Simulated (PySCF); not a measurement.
**Spinor energies of F (fluorine, neutral)**

Start: [He] 2s2 2p5; 2p1/2 filled at m_j = -1/2, +1/2; 2p3/2 filled at m_j = -1/2, +1/2, +3/2. Calculated with PySCF 2.14 in x2c-TZVPall-2c with one added diffuse shell each of s, p, d type (6s4p3d1f, 40 functions): generalised Hartree-Fock with the X2C-1e Hamiltonian and a Gaussian nucleus; one run each with spin-orbit coupling (SO) switched off, then screened by Boettger's factors.

| spinor shell | electrons | ε, spin-free (eV) | ε, screened SO (eV) | weight of nominal j (screened SO) | rms radius, screened SO (bohr) |
| --- | --- | --- | --- | --- | --- |
| 1s1/2 | 2 | -718.63 | -718.62 | 1.000 | 0.204 |
| 2s1/2 | 2 | -42.907 | -42.904 | 1.000 | 1.10 |
| 2p1/2 | 2 | -19.908 | -19.871 | 0.662 | 1.25 |
| 2p3/2 | 3 | -19.908 | -19.934 | 0.774 | 1.24 |

| quantity | spin-free | screened SO |
| --- | --- | --- |
| E (hartree) | -99.49534 | -99.49602 |
| M_J | 3/2 | 3/2 |
| ⟨J²⟩ | 3.757 | 3.757 |
| ⟨L²⟩ | 2.003 | 2.003 |
| ⟨S²⟩ | 0.754 | 0.754 |

Each row is a mean over spinors that exchange with the open shell spreads, by up to 5.350 eV (2s1/2).

Rows whose weight is well below 1 are mixtures of j = l ± 1/2: exchange outweighs spin-orbit coupling there, and the label is only the starting occupation.

Without spin-orbit coupling the j labels of p, d and f shells carry no meaning; the spin-free column gives the mean over the occupied spinors of each nl shell.
